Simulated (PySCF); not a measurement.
# Dipole moment and polarisability of `C#C/C(C)=C(/F)OC`

Compound: C6H7FO.
Cartesian coordinates in Å at the GFN2-xTB level; atoms count from 1:
```xyz
15
C6H7FO angstrom
C     -1.1286    2.7067    0.2862
C     -0.9830    1.5175    0.2074
C     -0.8875    0.1104    0.1172
C     -2.1669   -0.6766    0.1253
C      0.3181   -0.4624    0.0297
F      0.4381   -1.8082   -0.0585
O      1.4819    0.2072    0.0193
C      2.6718   -0.5509   -0.0752
H     -1.2316    3.7479    0.3541
H     -2.7963   -0.3736   -0.7106
H     -1.9644   -1.7414    0.0494
H     -2.7176   -0.4835    1.0453
H      3.4808    0.1754   -0.0643
H      2.7041   -1.1266   -1.0046
H      2.7769   -1.2338    0.7726
```

Level: CAM-B3LYP/def2-SVPD (PySCF), static field, nuclei fixed, core orbitals frozen in the response. The polarisability tensor in these axes (au):

```
x    92.41 -14.01  -2.55
y   -14.01  94.25   3.10
z    -2.55   3.10  53.62
```

**Question.** What are the eigenvalues, a third of the trace, and Δα (Δα² = ½Σ(αi − αj)² over the three pairs)?

**Answer.** Principal values 53.32, 79.30 and 107.66 au; mean 80.09 au = 11.87 Å³ = 13.21 × 10⁻⁴⁰ C²·m²/J; Δα = 47.08 au (59 % of the mean).

**Question.** What is the dipole moment, and where does it point?

**Answer.** (1.38, -0.85, -0.11) D, 1.62 D in size, pointing from the negative to the positive side. Measured along this direction, the outermost atoms are H9 at the negative end and H15, H14 and H13 at the positive end.

**Question.** Find the Langevin capture rate constant for NO+ (29.998 u) meeting this molecule (114.048 u), k = 2.342 × 10⁻⁹ cm³/s × √(α in Å³ / reduced mass in u).

**Answer.** The reduced mass is 23.75 u, so k = 1.66 × 10⁻⁹ cm³/s. The formula leaves out the permanent dipole, which adds to the capture rate.

**Question.** How large is μ²/3kT at 500 K beside α?

**Answer.** In Gaussian units μ²/3kT = 12.70 Å³ against 11.87 Å³, a ratio of 1.07; the Debye molar polarisation (4π/3)N_A(α + μ²/3kT) is 62.0 cm³/mol, leaving out the vibrational part.

**Question.** Traceless (Buckingham) quadrupole moment about the centre of nuclear charge: eigenvalues?

**Answer.** -5.00, -2.17, 7.18 D·Å. The values depend on the origin, since the dipole doesn't vanish. The electronic extent ⟨r²⟩ about the same centre is 1080 bohr², a root-mean-square distance of 2.24 Å for the 60 electrons.

**Question.** Form Σ f/ω² (atomic units) for the 8 lowest TDDFT singlets, given as eV and f, and set it beside the mean polarisability, which is this sum over all singlets: 5.61, 0.0005; 5.67, 0.3736; 5.92, 0.0001; 6.12, 0.0002; 6.78, 0.0307; 7.11, 0.0060; 7.27, 0.2342; 7.32, 0.0072.

**Answer.** They add up to 12.58 au, 15.7 % of the 80.09 au; the largest single term is 8.59 au, from the state at 5.67 eV. Terms in order: 0.01, 8.59, 0.00, 0.00, 0.49, 0.09, 3.28, 0.10 au. Higher excitations give the rest. The strengths listed sum to 0.652.

Geometry: GFN2-xTB, one conformer, isolated molecule.
